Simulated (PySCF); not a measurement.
1-fluorobuta-1,2-diene (C4H5F), SMILES C(=C=CF)C. Geometry optimised at PBE0-D3(BJ)/def2-SVP.

Computed equilibrium geometry at PBE0-D3(BJ)/def2-SVP (PySCF confirms it by a frequency run) as Cartesian coordinates in Å:
```xyz
10

C     -2.1883    -0.8056    -0.2345
C     -1.2732     0.3442     0.0523
C      0.0197     0.2595     0.2531
C      1.3017     0.1648     0.4977
F      2.2413     0.2390    -0.4521
H     -1.6462    -1.7603    -0.2534
H     -2.6882    -0.6658    -1.2068
H     -2.9835    -0.8655     0.5265
H     -1.7349     1.3420     0.0920
H      1.7220     0.0207     1.4986
```
